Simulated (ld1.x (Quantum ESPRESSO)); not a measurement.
**Pseudopotential generation for silicon: TM, PBEsol, scalar-relativistic.**

silicon, norm-conserving Troullier–Martins (Kleinman–Bylander form), made with ld1.x (Quantum ESPRESSO) 7.5 (PBEsol, scalar-relativistic). Core [Ne], reference 3s2 3p1 (charge +1). Waves: 3p (bound): rc 1.80 bohr; 3s (bound): rc 1.65 bohr. Local part: the s channel. Core correction: a·sin(br)/r model core inside 1.45 bohr.

All-electron outer shells of the reference configuration (PBEsol, scalar-relativistic, ld1.x):

```
shell  level (eV)  outermost node (bohr)  outermost maximum (bohr)
   3s      -18.99                   0.72                      1.75
   3p      -11.63                   0.71                      2.04
```

Estimate the cutoffs (Ry, on a coarse ladder) from which the occupation-weighted sum of valence levels, in a spherical-Bessel basis at the reference potential, stays within 10 and 1 mRy of its value at 400 Ry.

15 Ry and 40 Ry.

What does a ghost test show?

No extra level below or beside the all-electron valence levels (p, s, d, f tested).

Which valence shell sets the plane-wave cutoff?

3s: its level needs 35 Ry to come within 1 mRy, against 8 Ry for 3p.

Tests: 3s2 3p2; 3s2 3p0; 3s1 3p0; 3s0 3p4; 3s2 3p1.5; 3s2 3p2.3; 3s1 3p3. Which has the largest error in its energy relative to the reference configuration, and how large is it?

3s0 3p4, with -9.5 meV (all-electron minus pseudo) on +6.02 eV.
